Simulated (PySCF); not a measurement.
**Electron correlation in O+ (oxygen, charge +1)**

[He] 2s2 2p3, high-spin 4S determinant. All numbers are calculated (PySCF 2.14, the non-relativistic Hamiltonian (point nucleus), in 6-31G*). Frozen: 1s2; 5 electrons correlated.

MP2 pair energies summed by pair of shells (mhartree):

```json
{"pair": "2s-2p", "energy": "-40.63", "share (%)": "67.0"}
{"pair": "2p-2p", "energy": "-13.81", "share (%)": "22.8"}
{"pair": "2s-2s", "energy": "-6.20", "share (%)": "10.2"}
```

Total MP2 correlation energy: -60.64 mhartree.

Same-spin part -16.54 and opposite-spin part -44.10 mhartree; SCS-MP2 scales them by 1/3 and 6/5 to -58.44 mhartree.

| level | correlation energy (mhartree) |
| --- | --- |
| CCSD | -76.07 |
| (T) | -0.54 |
| CCSD(T) | -76.61 |

Diagnostics: T1 = 0.0048, D1 = 0.0077, largest double amplitude 0.038.

**Question.** Is a single reference adequate?

**Answer.** Yes: T1 lies below 0.03 and no double amplitude reaches 0.07.
